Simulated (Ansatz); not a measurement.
Other settings, tried on Zn8H22S8.

```yaml
crystal:
  periodic: [false, false, false]
  atoms:
    - {symbol: Zn, position_ang: [2.431816, -3.789865, -1.461172]}
    - {symbol: S, position_ang: [0.128940, -4.207902, 1.031828]}
    - {symbol: S, position_ang: [-0.092638, -2.338286, -1.743003]}
    - {symbol: Zn, position_ang: [-2.190060, -1.265757, -1.167141]}
    - {symbol: Zn, position_ang: [0.379795, -2.004725, 2.272648]}
    - {symbol: S, position_ang: [-1.524135, -0.880845, 1.250134]}
    - {symbol: S, position_ang: [-2.072368, 1.088626, -1.741585]}
    - {symbol: Zn, position_ang: [-2.063034, 4.016188, -1.451740]}
    - {symbol: Zn, position_ang: [-1.543074, 1.330694, 2.273064]}
    - {symbol: S, position_ang: [-3.576196, 2.216254, 1.034256]}
    - {symbol: Zn, position_ang: [1.934185, -1.107596, -1.639918]}
    - {symbol: S, position_ang: [1.958456, -0.783245, 0.846601]}
    - {symbol: S, position_ang: [1.550767, 0.900077, -2.792382]}
    - {symbol: Zn, position_ang: [0.004826, 2.234021, -1.635477]}
    - {symbol: Zn, position_ang: [2.344640, 1.354130, 1.819806]}
    - {symbol: S, position_ang: [0.301596, 2.090258, 0.847181]}
    - {symbol: H, position_ang: [2.435834, -4.603771, -2.797606]}
    - {symbol: H, position_ang: [2.456825, -3.717740, 0.141001]}
    - {symbol: H, position_ang: [-0.981977, -4.530965, 1.786050]}
    - {symbol: H, position_ang: [0.944621, -4.877511, 1.894332]}
    - {symbol: H, position_ang: [-0.219480, -2.386402, -3.097607]}
    - {symbol: H, position_ang: [-3.541301, -2.047970, -1.317979]}
    - {symbol: H, position_ang: [0.633758, -2.174783, 3.803684]}
    - {symbol: H, position_ang: [-2.537728, -1.463955, 1.947472]}
    - {symbol: H, position_ang: [-2.174123, 1.000112, -3.096377]}
    - {symbol: H, position_ang: [-2.775612, 4.434632, -2.780443]}
    - {symbol: H, position_ang: [-1.982927, 3.985274, 0.150465]}
    - {symbol: H, position_ang: [-1.565453, 1.624472, 3.806355]}
    - {symbol: H, position_ang: [-4.410341, 1.411566, 1.785441]}
    - {symbol: H, position_ang: [-3.747407, 3.254236, 1.901484]}
    - {symbol: H, position_ang: [3.220004, -2.047477, -1.892424]}
    - {symbol: H, position_ang: [3.069103, -1.530226, 1.097346]}
    - {symbol: H, position_ang: [2.721662, 1.577365, -2.622262]}
    - {symbol: H, position_ang: [3.278665, 1.859651, -0.472764]}
    - {symbol: H, position_ang: [-0.167179, 3.816815, -1.894048]}
    - {symbol: H, position_ang: [3.374289, 1.948886, 2.806113]}
    - {symbol: H, position_ang: [3.789337, 2.191166, 0.005248]}
    - {symbol: H, position_ang: [0.205903, 3.424649, 1.103431]}
basis:
  gaussian: {orbitals: 6-31G}
magnetization: {spin_polarized: true, initial_magnetization: 2}
hamiltonian: {xc: {name: B3LYP}, dispersion: d3bjatm}
scf: {omitted_lower_state_checks: [starts]}
```

```sh
$ ansatz run in.yaml --threads 2 --pin off --events-out ev --progress --plain --max-ram 32768MiB --backend cuda --devices 0, --max-vram 18GiB
```

Shortened log:

```
Functional definition: B3LYP
  name "B3LYP"
  cite "Stephens, Devlin, Chabalowski & Frisch, J. Phys. Chem. 98, 11623 (1994) doi:10.1021/j100096a001"
  cite "Becke, Phys. Rev. A 38, 3098 (1988) doi:10.1103/PhysRevA.38.3098"
  cite "Lee, Yang & Parr, Phys. Rev. B 37, 785 (1988) doi:10.1103/PhysRevB.37.785"
  cite "Vosko, Wilk & Nusair, Can. J. Phys. 58, 1200 (1980) doi:10.1139/p80-159"
  parameter a0 = 0.2
  parameter ax = 0.72
  parameter ac = 0.81
  exchange = (1 - a0 - ax)*slater_x + ax*b88_x + a0*exact_x
  correlation = (1 - ac)*vwn_rpa_c + ac*lyp_c
these checks for a lower state are left out or cut short: starts
4120 factors; integrals over basis functions are off by at most 9.8e-4 eV
mean field evaluation 1: about -474319.3132 eV, gradient 6.7e1 eV
mean field evaluation 2: about -474304.1769 eV, gradient 1.1e2 eV
mean field evaluation 4: about -474329.2645 eV, gradient 1.6e1 eV
mean field evaluation 8: about -474332.0498 eV, gradient 1.2e0 eV
mean field evaluation 16: about -474332.9150 eV, gradient 3.5e-1 eV
mean field evaluation 32: about -474332.9243 eV, gradient 5.8e-2 eV
mean field -474332.95272044 eV, -17431.4144980531 hartree, gradient 6.8e-6 eV, S^2 2.005987; 0 other end points of the search recorded, 0 dependent functions left out
reference -474332.95333485 eV, -17431.4145206325 hartree; 196, 194 occupied and 184, 186 virtual orbitals, 4120 factors
Total energy: -474337.35587757 eV, -17431.5763110930 hartree
Checks for a lower state left out: starts
```

Hardware: 2 threads of AMD EPYC 7R13 on a shared host and a share (18 GiB) of an NVIDIA H100 80GB HBM3. Wall time 27 s, peak host memory 1.2 GiB.

The 6-31G sets use Cartesian d functions. B3LYP takes the VWN-RPA correlation.
